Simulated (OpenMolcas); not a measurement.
## Tb²⁺: CASPT2 settings compared

* Program: OpenMolcas
* Basis: ANO-RCC-VTZP [8s7p5d3f2g1h]
* Scalar Hamiltonian: X2C, point nucleus
* Active space: 9 electrons in 7 orbitals (4f)
* State averaging: 2S+1 = 6 odd, 21 roots; 2S+1 = 4 odd, 108 roots kept (CI in the orbitals of an earlier block); 2S+1 = 2 odd, 17 roots kept (CI in the orbitals of an earlier block)
* Spin-orbit coupling: RASSI with atomic mean-field integrals over the reference wave functions, term energies averaged over their components

Methods on the same reference wave functions:
A. CASSCF
B. SS-CASPT2, IPEA 0.75 Eh, sigma1 regulariser 0.15 Eh (closed shells correlated: 5s 5p)
C. SS-CASPT2, IPEA 0.15 Eh, no level shift (closed shells correlated: none)
D. MS-CASPT2, IPEA 0.75 Eh, sigma1 regulariser 0.15 Eh (closed shells correlated: 5s 5p)
E. MS-CASPT2, IPEA 0.15 Eh, no level shift (closed shells correlated: none)
F. XMS-CASPT2, IPEA 0.2 Eh, imaginary shift 0.05 Eh (closed shells correlated: 5s 5p)

Energies in cm⁻¹ above 4f⁹ ⁶H°_15/2, the measured ground level; measured values from Martin, Zalubas and Hagan, Atomic Energy Levels: The Rare-Earth Elements, NSRDS-NBS 60 (1978).

```csv
Level,A,B,C,D,E,F,Measured
4f⁹ ⁶H°_15/2,0.0,0.0,0.0,0.0,0.0,0.0,0.0
4f⁹ ⁶H°_13/2,2861,2860,2880,2860,2880,2860,2805
4f⁹ ⁶H°_11/2,4984,4960,4970,4960,4970,4950,4735
4f⁹ ⁶H°_9/2,6629,6600,6600,6600,6600,6580,6258
4f⁹ ⁶H°_7/2,7922,7880,7890,7880,7890,7870,7422
4f⁹ ⁶F°_11/2,8761,7140,7270,7140,7270,7200,6470
4f⁹ ⁶H°_5/2,8919,8880,8880,8880,8880,8860,8286
4f⁹ ⁶F°_9/2,10077,8510,8590,8510,8590,8580,7622
4f⁹ ⁶F°_7/2,11668,10090,10170,10090,10170,10150,
4f⁹ ⁶F°_5/2,12880,11270,11360,11270,11360,11340,10220
4f⁹ ⁶F°_3/2,13643,12010,12100,12010,12100,12080,
4f⁹ ⁶F°_1/2,14049,12410,12490,12410,12490,12470,
4f⁹ ⁴F°_9/2 [74 %],22706,21930,21220,21930,21220,21940,
4f⁹ ⁴G°_11/2(1),24880,24130,23280,24130,23280,23940,
4f⁹ ⁴I°_15/2 [72 %],25097,25210,24320,25210,24320,25230,
4f⁹ ⁴M°_21/2,25608,27250,26490,27250,26490,27340,
4f⁹ ⁴I°_13/2,26450,26510,25600,26510,25600,26530,
4f⁹ ⁴M°_19/2 [71 %],26515,27870,27150,27870,27150,27980,
4f⁹ ⁴F°_7/2 [66 %],26560,25700,24990,25700,24990,25720,
```

Deviations, from unrounded energies. A percentage is the sum of absolute deviations over the sum of measured energies, with the sign that they share, or ± where signs differ.

```json
{"Against measurement": "mean absolute deviation (cm-1)", "Levels": "8", "A": "1200", "B": "540", "C": "580", "D": "540", "E": "580", "F": "550"}
{"Against measurement": "fine structure of the ground term (%)", "Levels": "5", "A": "+6.1", "B": "+5.7", "C": "+5.8", "D": "+5.7", "E": "+5.8", "F": "+5.5"}
{"Against measurement": "other terms of the ground configuration (%)", "Levels": "3", "A": "+30.5", "B": "+10.7", "C": "+12.0", "D": "+10.7", "E": "+12.0", "F": "+11.5"}
```

B, D, F lie about equally close to measurement and A furthest from it. The largest miss of B in the table is 4f⁹ ⁶F°_5/2, by +1100 cm-1. The ranking rests on the paired levels alone, and a cruder setting can come out closer through cancelling errors.

Among B to F the level of the table that moves most is 4f⁹ ⁴I°_13/2, by 930 cm-1 (lowest in C, highest in F). Moves below CASPT2's spread within the term are not significant.

The mean deviations of B to F differ by less than CASPT2's widest spread within a term (1100 cm-1), so their order carries little weight.

From A to B the spin-free energies of the other terms of 4f⁹ shown, above ⁶H°, scale by factors of 0.76 to 1.07.

The lowest spin-free term lies below A's lowest term by 0.766 hartree in B, 0.322 hartree in C, 0.766 hartree in D, 0.322 hartree in E, 0.803 hartree in F.

CASPT2 does not keep the components of a term degenerate, so their means are used; among the terms shown or strongly mixed into the levels shown the widest spread is 1100 cm-1 (4f⁹ ⁶H°, F). High states are left out of the spin-orbit mixing, which shifts the levels that they would mix with. Terms from blocks run as CI alone lack orbitals of their own. Without dynamic correlation excited terms often stand tens of per cent too high (terms of higher spin than the ground term too low), and those without a measured partner can miss by more than the paired ones (holds for A). Blocks of more than 70 roots (2S+1 = 4 odd) ran without multistate coupling (holds for D; E). Measured partners are found by configuration, term and J. A level has none where our copy of the source lacks it or the pairing is in doubt (some pairs that miss far off the trend of their configuration count as doubtful), and it then counts in no deviation. Levels of configurations outside the active space are missing. Levels that lie high or do not pair safely by name in every column are left out.

A share in square brackets marks a mixed level and gives the weight of the term that names it, the lowest over the columns. A number in round brackets counts repeated terms of one configuration in the order of the reference energies. ° marks odd parity.
